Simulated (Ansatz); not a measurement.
Abridged output of a molecular run in Ansatz:

```
Functional definition: HF
1835 factors; integrals over basis functions are off by at most 1.1e-3 eV
mean field evaluation 1: about -16490.9872 eV, gradient 3.9e1 eV
mean field evaluation 2: about -16491.2772 eV, gradient 3.9e1 eV
mean field evaluation 4: about -16495.0627 eV, gradient 4.2e0 eV
mean field evaluation 8: about -16495.1336 eV, gradient 2.7e-1 eV
mean field -16495.13395631 eV, -606.1849920911 hartree, gradient 2.0e-6 eV, S^2 0.000000; 0 other end points of the search recorded, 0 dependent functions left out
12 core orbitals not correlated: weight in the atoms' cores, before any rotation towards them, 1.000 or more for the frozen orbitals, at most 0.000 for the correlated occupied ones
reference -16495.13395631 eV, -606.1849920911 hartree; 19, 19 occupied and 252, 252 virtual orbitals, 1835 factors
second order -27.00860316 eV of doubles, -0.00000000 eV of singles
cycle   1  -26.93423043 eV  change    7.4e-2 eV  update   1.3e-1
cycle   2  -27.71815950 eV  change   -7.8e-1 eV  update   4.0e-2
cycle   3  -27.87798727 eV  change   -1.6e-1 eV  update   2.4e-2
cycle   4  -27.85568344 eV  change    2.2e-2 eV  update   7.2e-3
cycle   5  -27.85406732 eV  change    1.6e-3 eV  update   4.0e-3
cycle   6  -27.85565369 eV  change   -1.6e-3 eV  update   1.4e-3
cycle   7  -27.85527160 eV  change    3.8e-4 eV  update   6.8e-4
cycle   8  -27.85527573 eV  change   -4.1e-6 eV  update   2.5e-4
cycle   9  -27.85544099 eV  change   -1.7e-4 eV  update   9.8e-5
cycle  10  -27.85541229 eV  change    2.9e-5 eV  update   4.3e-5
perturbative correction -1.12006362 eV, -0.0411615788 hartree
Total energy: -16524.10943222 eV, -607.2498211905 hartree
```

Its atoms:

Z-matrix (Å, degrees):
```
Sn
Al 1 2.807
N 1 2.226 2 79.4
H 1 1.730 2 137.6 3 -86.8
H 1 1.733 2 121.1 3 95.2
N 2 1.952 1 79.7 3 -30.0
H 2 1.591 1 107.0 3 77.8
H 2 1.585 1 114.6 3 -139.1
C 3 1.301 1 110.9 2 8.1
H 3 1.012 1 122.9 2 -133.6
H 6 1.021 2 99.9 1 -57.4
H 9 1.093 3 120.0 1 -139.2
```

Question: Which basis set was used?
A. def2-TZVPPD
B. def2-TZVPP
C. def2-SVP
D. cc-pV(Q+d)Z

Answer: B. It gives 283 functions.

Question: Write the keys of the input that set method, charge and spin (a neutral closed shell needs none for the last two).

Answer: 
```yaml
correlation: {method: ccsd_t}
```
